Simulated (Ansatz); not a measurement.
A made-up structure of Si₂H₂I (charge +1), singlet:

| atom | x (Å) | y (Å) | z (Å) |
| --- | --- | --- | --- |
| Si1 | 0.5242 | -1.9336 | -0.0905 |
| Si2 | -1.8199 | -0.8807 | -0.0605 |
| I3 | 0.0497 | 0.5858 | 0.0291 |
| H4 | 0.7235 | 1.2651 | -1.3761 |
| H5 | 0.6949 | 1.1222 | 1.5076 |

It is relaxed with PBE-D4/def2-SVP and then PBE0-D4/def2-TZVP (Ansatz 0.2.0). Atoms count as bonded within 1.22 times the sum of their covalent radii (H–H: 0.88 Å). The end point is not checked to be a true minimum.

Does its bonding change? (Judge from chemistry; the calculation decides.)

The calculation gives: No: no bond forms or breaks.

Where it ends: The first stage lowers the energy by 1.24 eV in 9 steps. It ends as Si₂H₂I ([Si]1[Si][IH2]1), total charge +1:
| atom | x (Å) | y (Å) | z (Å) |
| --- | --- | --- | --- |
| Si1 | 0.3049 | -1.9349 | -0.0926 |
| Si2 | -1.9393 | -1.3096 | -0.0832 |
| I3 | -0.0368 | 0.6120 | 0.0299 |
| H4 | 0.9328 | 1.4521 | -1.0665 |
| H5 | 0.9107 | 1.3391 | 1.2220 |

Labels in which every atom is bracketed show which atoms are joined, not bond orders.

For scale, one of the runs: PBE0-D4/def2-TZVP relaxation, 136 basis functions, launched by `ansatz run in.yaml --threads 2 --pin off --events-out ev --progress --plain --max-ram 4352MiB`. The run took about 24 s on 2 CPU threads of an Arm Neoverse V2 (shared host).
